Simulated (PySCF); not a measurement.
Ionisation energy of Se⁺ by level of theory

Se⁺ [Ar] 3d10 4s2 4p3 (4S) → Se²⁺ [Ar] 3d10 4s2 4p2 (3P), as a difference of total energies. All numbers are calculated (PySCF 2.14, the non-relativistic Hamiltonian (point nucleus), in def2-TZVPPD (7s6p5d1f, 57 functions)). Correlated levels: valence: [Ar] 3d10 frozen; valence and next inner shell: [Ne] frozen. The calculations carry no spin-orbit coupling.

| method | ionisation energy (eV) |
| --- | --- |
| UHF | 20.836 |
| LDA | 21.467 |
| PBE | 21.306 |
| PBE0 | 21.400 |
| r2SCAN | 21.578 |
| HSE06 | 21.371 |
| wB97M-V | 21.163 |
| wB97X | 21.160 |
| PW91 | 21.375 |
| MP2 (valence) | 21.340 |
| SCS-MP2 (valence) | 21.190 |
| MP2 (valence and next inner shell) | 21.410 |
| SCS-MP2 (valence and next inner shell) | 21.236 |

**Question.** How much does correlation contribute at MP2 (valence and next inner shell)?

**Answer.** 21.410 − (20.836) = 0.574 eV, measured against UHF.

A first-order spin-orbit estimate (lowest level to lowest level, LS coupling) adds -0.273 eV.

These non-relativistic numbers lack the scalar-relativistic shift.

Errors of the correlated levels include the incompleteness of this basis and the frozen core.

For comparison: 21.196 ± 0.01 eV (measured; NIST Atomic Spectra Database, ionization energies).
